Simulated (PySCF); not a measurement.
Compound: C8H12SSi.
Bonds: C1–C2 (aromatic), C2–S3 (aromatic), S3–C4 (aromatic), C4–Si5, Si5–C6, C6–C7, C7–C8, C8–C9, C4–C10 (aromatic), C1–C10 (aromatic), Si5–C9. Hydrogens: H11 on C1; H12 on C2; H13 on Si5; H14, H15 on C6; H16, H17 on C7; H18, H19 on C8; H20, H21 on C9; H22 on C10.

Probes without a nucleus sit at each ring's centroid and 1 Å off its mean plane on both sides; NICS is minus the shielding there, NICSzz its component along the normal. Level: GIAO KT2/pcSseg-1 (PySCF, non-relativistic, gas phase) on the PBE0-D3(BJ)/def2-SVP geometry, one conformer.

Rings: 1. C1–C2–S3–C4–C10; 2. Si5–C6–C7–C8–C9.

| set | NICS(0) | NICS(1), two faces | NICS(1)zz, two faces |
| --- | --- | --- | --- |
| P | -4.3 | -3.9 / -3.4 | -4.3 / -3.8 |
| Q | -13.2 | -12.0 / -11.8 | -28.6 / -28.2 |

Which set (ppm) belongs to which ring?

P = 2, Q = 1.
- 1 (5-membered ring with S; formal bonds all aromatic): mean NICS(1)zz -28.4 ppm, shielded. For a flat ring without four-coordinate atoms the NICS criterion counts such a value as aromatic.
- 2 (5-membered ring with Si; formal bonds all single): mean NICS(1)zz -4.1 ppm, shielded. Si5, C6, C7, C8, C9 have four or more neighbours, so the value isn't read as a sign of a π ring current.

How do the rings differ in shape?

| ring | bond lengths (Å) | rms pucker (Å) | HOMA | nearest outside atom to a NICS(1) probe (Å) |
| --- | --- | --- | --- | --- |
| 1 | 1.371, 1.715, 1.729, 1.380, 1.422 | 0.00 | 0.84 | hydrogen 2.52 |
| 2 | 1.900, 1.537, 1.532, 1.536, 1.899 | 0.19 | – | hydrogen 1.34 |

HOMA = 1 − mean of α(R − Ropt)² over the ring bonds, with Krygowski's 1993 parameters (CC: Ropt 1.388 Å, α 257.7 Å⁻²; CS: Ropt 1.677 Å, α 94.09 Å⁻²). A dash marks a ring with a four-coordinate atom, a triple bond, no multiple bond or a kind of bond without parameters.

Time: 68 s; peak memory 1.0 GiB. Hardware: one thread, Arm Neoverse V2 (aarch64), no GPU (shared host). This is the whole shielding run at KT2/pcSseg-1, SCF included.
